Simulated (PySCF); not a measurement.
Species: C6H9NSi (charge +1 and doublet state).
Cartesian coordinates in Å at the GFN2-xTB level; atoms count from 1:
```
atom  x, y, z in Å
C1    -3.426   -0.182    0.361
C2    -2.367   -0.281   -0.452
C3    -1.016   -0.140    0.026
N4    -0.702    0.086    1.272
C5     0.676    0.136    1.489
C6     1.235    0.029    0.096
Si7    3.097    0.270   -0.278
C8     0.198   -0.168   -0.756
H9    -3.299    0.026    1.412
H10   -4.433   -0.302   -0.001
H11   -2.483   -0.470   -1.510
H12    0.997   -0.698    2.122
H13    0.962    1.057    2.006
H14    3.758   -0.737    0.551
H15    3.057    0.048   -1.732
H16    3.494    1.632    0.065
H17    0.245   -0.295   -1.821
```

The hyperfine couplings belong to this conformer and change with its torsions.

The species is `[CH2+][CH]C1=NCC([SiH3])=C1` [radical] (charge +1).

Theory: UKS B3LYP, pcH-1 on C H N Si, non-relativistic, mean-field spin-orbit, GIAO in PySCF 2.14.0. Geometry: GFN2-xTB, one conformer, isolated ion. The geometry wasn't refined by DFT: couplings that depend on bond lengths, twists or pyramidal angles can differ widely from those at the functional's own minimum, by a factor of two or more for some ions and for spin on atoms past the first row. Stability of the SCF solution: not tested.

Break the g tensor into its mass correction, gauge correction and orbital-Zeeman/spin–orbit terms.

```csv
Δg (ppt),1,2,3
relativistic mass correction,-0.19,-0.19,-0.19
gauge correction,0.00,0.02,0.04
orbital Zeeman/spin–orbit,0.22,0.99,5.78
total,0.04,0.82,5.63
```

So g = 2.00236, 2.00314, 2.00795 and g_iso = 2.00448; the tensor is close to axial: the two nearest values differ by 14 % of g3 − g1. Axes: g3 points within 10° of the C6–C8 bond.

What are the electron Larmor frequencies g μB B/h along the three axes at 340 mT?

9.5287, 9.5324, 9.5553 GHz for g1, g2 and g3, a range of 26.6 MHz.

At 9.706 GHz, how far is the centre of the isotropic spectrum from where a free electron (g = 2.002319) resonates?

B = hν/(g μB) with μB/h = 13.99624 MHz/mT gives 346.33 mT for the free electron and 345.96 mT at g_iso, 0.37 mT lower.

What effective moment and Curie constant follow for a powder?

With the mean of g² = 4.0180 and S(S+1) = 0.75: μ_eff = √(⟨g²⟩S(S+1)) = 1.736 μB and χT = 0.12505·⟨g²⟩·S(S+1) = 0.377 cm³ K/mol (cgs; spin-Hamiltonian part alone).

In a frozen sample, at which fields do the three g values resonate at 9.5, 34, 94 and 263 GHz (hyperfine left aside), and which band first spreads them over more than twice a line width of 0.5 mT?

```csv
band,GHz,B(g3) mT,B(g2) mT,B(g1) mT,spread mT
X,9.5,338.03,338.84,338.98,0.94
Q,34.0,1209.80,1212.71,1213.18,3.38
W,94.0,3344.74,3352.78,3354.09,9.35
J,263.0,9358.16,9380.64,9384.31,26.15
```

The spread grows in proportion to the frequency. Q band is the first where it exceeds 1.0 mT.

The Mulliken spin populations are largest on N4 (+0.60), C6 (+0.20), C1 (+0.13) and C3 (-0.08).

The HOMO–LUMO gaps are 5.05 eV among the α and 2.03 eV among the β orbitals.

The SMILES draws the unpaired electron on C2; the largest computed Mulliken spin population is on N4 (0.60 against 0.08).
